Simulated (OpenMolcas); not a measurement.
**How basis sets differ on C4H4Si (SMILES C#C[SiH2]C#C)**

C4H4Si has 9 atoms, charge 0, and is taken as a singlet. As SMILES, `C#C[SiH2]C#C`. Geometry: relaxed at PBE0-D4/def2-TZVP.

Each level gives the dipole moment (D). The values are calculated.

```json
{"level": "HF/ANO-R0 (sfX2C)", "kind": "Hartree–Fock", "program": "OpenMolcas", "value (D)": "1.60", "CPU time": "5.2 s"}
{"level": "HF/3-21G", "kind": "Hartree–Fock", "program": "OpenMolcas", "value (D)": "0.69", "CPU time": "1.9 s"}
{"level": "HF/ANO-S-VDZP (RICD fitting)", "kind": "Hartree–Fock", "program": "OpenMolcas", "value (D)": "0.63", "CPU time": "5 s"}
{"level": "HF/cc-pVDZ", "kind": "Hartree–Fock", "program": "OpenMolcas", "value (D)": "0.68", "CPU time": "7.5 s"}
```

The values span 0.63 to 1.60 D. Magnitudes only. Sets without polarisation functions give poor dipoles. Times are those of the runs behind each value, whatever else they computed, on shared processors of several kinds: orders of magnitude only.
